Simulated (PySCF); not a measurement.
## Static response to an electric field

Compound: CdMe(SMe), C₂H₆CdS (singlet state).
Cartesian coordinates in Å at the PBE0-D3(BJ)/def2-SVP level; atoms count from 1:
```
atom  x, y, z in Å
Cd1    0.314   -0.678    0.508
C2     0.213   -0.525    2.607
H3    -0.831   -0.409    2.933
H4     0.791    0.344    2.955
H5     0.627   -1.430    3.074
S6     0.454   -0.901   -1.836
C7    -0.280    0.661   -2.441
H8    -1.322    0.790   -2.117
H9    -0.273    0.606   -3.539
H10    0.307    1.541   -2.143
```

Level: B3LYP/def2-SVPD (PySCF), static field, nuclei fixed, core orbitals frozen in the response. The polarisability tensor in these axes (au):

```
x    64.75  -2.71   1.08
y    -2.71  69.31  -3.83
z     1.08  -3.83 119.22
```

Problem. Diagonalise the tensor; give its mean and Δα, where Δα² is half the sum of the squared differences of the eigenvalues.

Solution. Principal values 63.48, 70.25 and 119.55 au; mean 84.43 au = 12.51 Å³ = 13.92 × 10⁻⁴⁰ C²·m²/J; Δα = 53.01 au (63 % of the mean).

Problem. What is the dipole moment, and where does it point?

Solution. (-0.62, 1.25, 1.49) D, 2.04 D in size, pointing from the negative to the positive side. Measured along this direction, the outermost atoms are H9 and S6 at the negative end and H3 and H4 at the positive end.

Problem. Directions of the eigenvectors, and the extent of the frame along each?

Solution. Largest value along (0.02, -0.08, 1.00), where the nuclei span 6.77 Å; middle along (-0.43, 0.90, 0.08), 2.42 Å; least along (0.90, 0.43, 0.01), 1.80 Å. The response follows the extents in order.

Problem. Estimate the molar refractivity from the static electronic polarisability.

Solution. Lorentz–Lorenz: R = (4π/3)N_A α = 2.5225 cm³/(mol·Å³) × 12.51 Å³ = 31.6 cm³/mol, in the limit of long wavelengths.

Problem. In TDDFT the mean static polarisability is Σ f/ω² over all singlet excitations (ω in hartree). How much of it do the 10 lowest give? Their energies (eV) and oscillator strengths: 4.17, 0.0028; 4.45, 0.0148; 4.89, 0.0029; 5.15, 0.0065; 5.56, 0.0002; 5.89, 0.5679; 6.17, 0.0009; 6.36, 0.0168; 6.70, 0.0383; 6.86, 0.0909.

Solution. They add up to 15.45 au, 18.3 % of the 84.43 au; the largest single term is 12.12 au, from the state at 5.89 eV. Terms in order: 0.12, 0.55, 0.09, 0.18, 0.01, 12.12, 0.02, 0.31, 0.63, 1.43 au. Higher excitations give the rest. The strengths listed sum to 0.742.

Geometry: PBE0-D3(BJ)/def2-SVP; no solvent, vibrations or thermal averaging. Atoms past krypton carry effective core potentials; spin–orbit coupling is left out.
